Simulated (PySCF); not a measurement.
Delta-SCF ions had no search for a lower state. Excitations are Tamm–Dancoff values on a coarser integration grid. The basis has no diffuse functions, so Rydberg states are missing or too high.

Cartesian coordinates (Å):
SMILES: C=Cc1cc([SiH3])ccc1F
```xyz
19

C     -2.7874    -1.2973     1.0089
C     -2.4585    -0.1508     0.4024
C     -1.1098     0.2831     0.0243
C      0.0451    -0.4939     0.2110
C      1.3192    -0.0529    -0.1563
Si     2.8226    -1.1515     0.0886
C      1.4407     1.2227    -0.7342
C      0.3217     2.0209    -0.9376
C     -0.9265     1.5428    -0.5598
F     -1.9888     2.3230    -0.7608
H     -2.0478    -2.0498     1.2950
H     -3.8298    -1.5215     1.2449
H     -3.2550     0.5551     0.1525
H     -0.0689    -1.4822     0.6637
H      3.2746    -1.7492    -1.2069
H      3.9605    -0.3589     0.6486
H      2.4728    -2.2591     1.0291
H      2.4217     1.6051    -1.0299
H      0.3935     3.0145    -1.3836
```
Charge 0, spin multiplicity 1.

Question: Estimate the T1 excitation (TDA), S1 excitation (TDA) and vertical ionisation energy (Delta-SCF) that PBE0-D3(BJ)/def2-TZVP // PBE0-D3(BJ)/def2-SVP run with PySCF returns for this input.

Answer: 
| Property | Value |
|---|---|
| T1 excitation (TDA) | 3.07 eV |
| S1 excitation (TDA) | 4.71 eV |
| vertical ionisation energy (Delta-SCF) | 8.41 eV |
